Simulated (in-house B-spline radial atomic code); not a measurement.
How numerical settings move a run on Yb³⁺, [Xe] 4f13. Computed with an all-electron radial atomic-structure program (B-spline basis): scalar-relativistic (X2C) HSE06, spherical fractional occupations, Fermi nucleus of rms radius 5.3108 fm.

Command:
```bash
python run_scf.py task.json out
```
Settings of the sound reference run:
```
Z                70
electrons        67
configuration    [Xe] 4f13
hamiltonian      x2c
method           hse06
spin_polarised   False
nucleus          fermi
rms_radius       5.3108
mass_number      174
atomic_mass      173.9389
speed_of_light   137.036
knot_spacing     0.22
spline_order     8
gauss_points     12
box_radius       16.22
max_iterations   70
damping          0.5
damped_steps     3
diis_vectors     10
tolerance        1e-08
start            Thomas-Fermi
```

Cost of the run: 0.7 s on 1 thread of Intel(R) Xeon(R) 6975P-C (shared host).

It converges in 10 iterations to -14057.615314 hartree, with 4f at -38.4291 eV. The other runs change the listed settings, some to values that make no sense; their results aren't properties of the atom or ion. Radii are in bohr (the nuclear one in fm), a minus after a letter asks for a j subshell, and «unchanged» means within 1e-8 hartree. The run stops when the residual is below 10 × tolerance × max(1, Z/10), or a noise floor if that is larger, and the energy moves by less than 1e-8 × √|E| hartree; so very loose and very tight tolerances often act alike.

| changed settings | outcome |
| --- | --- |
| first_knot = 1.43e-05 | converged in 10 iterations, energy +1.83e-06 hartree from the reference, 4f level -1.8e-04 eV |
| electrons = 68, configuration = [Xe] 4f13 6p-1, max_iterations = 100 | stopped with error: j subshells need the Dirac Hamiltonian and l > 0 |
| hamiltonian = dirac, method = hf, speed_of_light = 52.51219 | stopped with error: Z/c is past the critical charge |
| first_knot = 1.43e-06 | converged in 10 iterations, energy +6.08e-06 hartree from the reference, 4f level +2.8e-06 eV |
| first_knot = 0.00143 | converged in 10 iterations, energy -5.37e-01 hartree from the reference, 4f level +7.0e-04 eV |
| first_knot = 0.000143 | converged in 10 iterations, energy +1.47e-05 hartree from the reference, 4f level -4.2e-05 eV |
| knot_spacing = 0.55 | converged in 10 iterations, energy +1.70e+00 hartree from the reference, 4f level -1.0e-01 eV |
| knot_spacing = 0.75 | converged in 10 iterations, energy +4.81e+01 hartree from the reference, 4f level -4.3e+00 eV (the program warns: 3s reaches the box edge; 3p reaches the box edge) |
| knot_spacing = 1.4 | converged in 9 iterations, energy +1.13e+03 hartree from the reference, 4f level -1.4e+02 eV (the program warns: 1s reaches the box edge; 2s reaches the box edge) |
| first_knot = 0.0143 | converged in 10 iterations, energy +1.49e+00 hartree from the reference, 4f level -2.7e-03 eV |
| start = bare nucleus | converged in 13 iterations, energy unchanged, 4f level -3.6e-06 eV |
| knot_spacing = 1 | converged in 10 iterations, energy +2.19e+02 hartree from the reference, 4f level -4.4e+01 eV (the program warns: 2s reaches the box edge; 2p reaches the box edge) |
| first_knot = 0.00429 | converged in 10 iterations, energy -1.22e+00 hartree from the reference, 4f level +1.7e-03 eV |
| gauss_points = 3, max_iterations = 60, damped_steps = 1 | not converged after 60 iterations, last residual 2.8e+03, last energy +2.41e+05 hartree from the reference |
| knot_spacing = 0.3 | converged in 10 iterations, energy +1.16e-04 hartree from the reference, 4f level +7.3e-06 eV |
| electrons = 68, configuration = [Xe] 4f13 3f1, max_iterations = 100 | stopped with error: there is no 3f shell |

**Question.** What happens with first_knot = 1.43e-06, max_iterations = 75, damping = 0.2, start = bare nucleus?

**Answer.** Converged in 12 iterations, energy +6.08e-06 hartree from the reference, 4f level -2.6e-04 eV.

**Question.** What happens with knot_spacing = 2?

**Answer.** Converged in 10 iterations, energy +1.77e+03 hartree from the reference, 4f level -2.0e+02 eV (the program warns: 4f reaches the box edge; 1s reaches the box edge).

**Question.** What happens with first_knot = 0.0429?

**Answer.** Converged in 10 iterations, energy +2.19e+01 hartree from the reference, 4f level -3.5e-02 eV.

**Question.** What happens with spline_order = 10, max_iterations = 3?

**Answer.** Not converged after 3 iterations, last residual 1.3e-01, last energy +3.68e-01 hartree from the reference.
